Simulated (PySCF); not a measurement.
Coordinates in bohr (charge 0 multiplicity 3):
```
Pd   -0.1532    0.0000   -0.3936
N    -3.0559    0.0000    0.9787
F     3.1020    0.0000    1.1454
```

Level of theory: PySCF, UPBE0, basis Pd def2-TZVP with ECP28, N def2-TZVP, F def2-TZVP (scalar-relativistic core potentials, no spin–orbit coupling, density fitting).

This geometry of FPdN is a stationary point at this level.

What is the point group?

Cs.

Is it a minimum?

Yes: all harmonic wavenumbers are real.

List the harmonic modes with their infrared intensities.


```csv
symmetry,ω (cm⁻¹),IR (km/mol)
a',101,16.1
a',571,83.0
a',791,2.1
```

Give the ideal-gas entropy at 298.15 K and 1 bar by parts.

translation 170.4, rotation 97.5, vibration 17.4, spin 9.1; total 294.4 J/(mol K).

Only a few start shapes were tried, so a lower isomer may exist. Open d and f shells are described by one determinant, and the ground state may have another occupation or spin.
